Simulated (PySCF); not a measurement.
Si(F)(H)(I)2, SMILES [SiH](I)(I)F (HFI2Si), singlet, CAM-B3LYP/def2-SVP optimised geometry.

```
5

Si    -0.32    -1.14     0.00
F     -0.84    -1.85     1.35
I     -1.15    -2.42    -1.89
I     -1.15     1.14     0.00
H      1.15    -1.14     0.00
```

Density from PySCF with CAM-B3LYP/def2-TZVP, def2 effective core potentials past Kr at that geometry. The core electrons that the potentials of I replace are not part of the density.

Minimum of the electron density along straight lines between bonded atoms, close to the bond critical point (lines longer than 1.1 times the sum of covalent radii, or with two minima, are not listed):

```csv
bond,length / Å,ρ at the minimum / e bohr⁻³,∇²ρ there / e bohr⁻⁵,position (fraction from the first atom)
Si1–F2,1.611,0.136,0.92,0.42
Si1–I3,2.426,0.088,-0.08,0.35
Si1–I4,2.426,0.088,-0.08,0.35
Si1–H5,1.474,0.131,0.12,0.49
```
